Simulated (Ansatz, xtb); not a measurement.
ClH2OSn+: where a starting geometry ends

The starting geometry of this gas-phase singlet has its atoms placed at random.

```xyz
5

Cl    0.7613    0.3890    1.7297
O     0.0864    1.5938   -0.1368
Sn    0.1802   -0.0062   -1.6049
H     1.4021    0.8989    0.1719
H    -0.3540   -1.7516   -0.6702
```

Q: One run relaxed it with r2SCAN-D4/def2-SVP. What is a likely outcome?

A: It ends as a structure given below by its coordinates. Distances that change by over a tenth: Sn3–H5 (2.05 → 1.76 Å). Contacts that close: Cl1–O2 (2.32 → 1.74 Å), O2–H4 (1.52 → 0.98 Å).

The energy falls by 3.79 eV over 14 steps:

```
step  E − E(last) (eV)
   1             3.795
   2             2.385
   4             1.502
   5             1.273
   7             0.649
   8             0.482
  10             0.106
  11             0.025
  13             0.003
  14             0.000
```

Final geometry (Å):

```xyz
5

Cl    0.6601    0.3256    1.7680
O     0.7153    0.8365    0.1065
Sn    0.0385   -0.2193   -1.7747
H     1.1252    1.7266    0.1155
H    -0.4631   -1.5456   -0.7257
```

From the same start GFN2-xTB ends elsewhere, differing in Cl1–Sn3 (2.74 against 3.64 Å here), O2–Sn3 (2.58 against 2.26 Å here).

From so rough a start the end depends on the optimiser's path, so another program may land elsewhere. No frequencies were run, so the end isn't proven a minimum. Atoms past krypton carry core potentials, without spin–orbit terms. Run with Ansatz 0.2.0, 31 s on 1 thread of Intel(R) Xeon(R) Platinum 8259CL CPU @ 2.50GHz (Skylake/Cascade Lake), on a shared host.
